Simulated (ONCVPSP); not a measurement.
## Configuration tests for Cu (ONCV)

- Element: copper
- Generator: ONCVPSP 4.0.1
- Type: optimised norm-conserving Vanderbilt (ONCV)
- Functional: PBE
- Relativity: scalar-relativistic
- Frozen core: [Ar]
- Valence charge: 11
- Reference configuration: 3d10 4s1
- Partial waves: 4s: rc 2.55 bohr, ncon 4, nbas 9, qcut 3 1/bohr, 2 projectors, debl 1.4 Ha; p scattering state at 0.32 Ha: rc 2.75 bohr, ncon 4, nbas 8, qcut 3.4 1/bohr, 2 projectors, debl 1.6 Ha; 3d: rc 1.60 bohr, ncon 4, nbas 9, qcut 11.7 1/bohr, 2 projectors, debl 2.6 Ha
- Local potential: polynomial inside 1.30 bohr (lpopt 5, dvloc0 2 Ha)
- Core correction: Teter function, fcfact 2.75, rcfact 1.4

In the p channel the program set the typed energies aside and used 0.050, 1.650 Ha.

Energies are relative to the spin-unpolarised reference configuration 3d10 4s1; without spin polarisation the order of configurations can differ from experiment. Not all tests gave a result: 1 of 4 tests not solved or not reliable.

```
valence configuration  charge  ΔE all-electron (eV)  error AE − PS (meV)
             3d10 4s0      +1                 8.150                  +10
              3d9 4s0      +2                29.483                 +1.3
              3d9 4s1      +1                11.580                 +5.6
```

Levels in the configuration 3d10 4s0:

```csv
level,all-electron (eV),pseudo (eV)
3d,-13.659,-13.652
```

Note: no bound ghost flagged; GHOST(+) flagged for s at 66.5 eV.
